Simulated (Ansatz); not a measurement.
## C2H4BCl (SMILES C=CBCl): name the method

C2H4BCl: 8 atoms, total charge 0, spin state singlet. As SMILES, `C=CBCl`. The coordinates come from a PBE0-D4/def2-TZVP relaxation. This is one conformer, not always the lowest.

```xyz
8

C     0.3574    1.2199   -0.2600
C     0.3538    0.0577    0.4011
B    -0.5286   -1.0944   -0.0864
Cl   -0.5551   -2.6276    0.7566
H    -0.2597    1.3604   -1.1428
H     0.9651    2.0670    0.0449
H     0.9840   -0.0487    1.2813
H    -1.2250   -0.9915   -1.0504
```

A calculation with Ansatz 0.2.0 gave:

The total energy is -563.1756 Eh and the dipole moment is 1.84 D. The HOMO energy is -8.33 eV and the LUMO energy is -1.94 eV. The HOMO–LUMO gap is 6.38 eV and the largest force is 0.349 eV/Å.

Task: Which of these levels gave the numbers?
A. HF/STO-3G
B. PBE/def2-SVP
C. PBE0/def2-SVP
D. B3LYP/6-31G* (Cartesian functions)

Result: C. The others give -563.1163 Eh (PBE/def2-SVP), -556.0872 Eh (HF/STO-3G), -563.6855 Eh (B3LYP/6-31G* (Cartesian functions)).
